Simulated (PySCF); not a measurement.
PySCF 2.14 output of an unrestricted PBEsol calculation on a single atom or ion in x2c-TZVPPall, with scalar relativity by spin-free X2C-1e:

```
SCF conv_tol = 1e-09
number electrons alpha = 33  beta = 27
    J. P. Perdew, A. Ruzsinszky, G. I. Csonka, O. A. Vydrov, G. E. Scuseria, L. A. Constantin, X. Zhou, and K. Burke.,  Phys. Rev. Lett. 100, 136406 (2008)
    J. P. Perdew, A. Ruzsinszky, G. I. Csonka, O. A. Vydrov, G. E. Scuseria, L. A. Constantin, X. Zhou, and K. Burke.,  Phys. Rev. Lett. 100, 136406 (2008)
cycle= 1 E= -9619.15122938563  delta_E= -0.0304  |g|= 0.172  |ddm|= 0.676
cycle= 2 E= -9619.14570471135  delta_E= 0.00552  |g|= 0.261  |ddm|= 0.282
cycle= 3 E= -9619.15510320527  delta_E= -0.0094  |g|= 0.00497  |ddm|= 0.182
cycle= 4 E= -9619.15510870334  delta_E= -5.5e-06  |g|= 0.00126  |ddm|= 0.0117
cycle= 5 E= -9619.15510915578  delta_E= -4.52e-07  |g|= 0.000166  |ddm|= 0.00209
cycle= 6 E= -9619.15510916077  delta_E= -4.98e-09  |g|= 6.85e-06  |ddm|= 0.00017
cycle= 7 E= -9619.15510916078  delta_E= -9.09e-12  |g|= 4.9e-07  |ddm|= 1.95e-05
converged SCF energy = -9619.15510916078  <S^2> = 12.000913  2S+1 = 7.000261
```

The run itself started from symmetry-adapted Hartree-Fock orbitals and held the occupation by maximum overlap, on a logarithmic radial grid, so the iterations belong to that start.

Which element, charge and spin multiplicity is this?

Nd (neodymium, neutral), multiplicity 7; the state was [Xe] 4f4 6s1 6p1, one real determinant (an excited configuration).

⟨L²⟩ = 36.01 against 56 for a pure K term, so this real determinant mixes terms. Spin-orbit coupling, absent here, splits the open shell strongly.
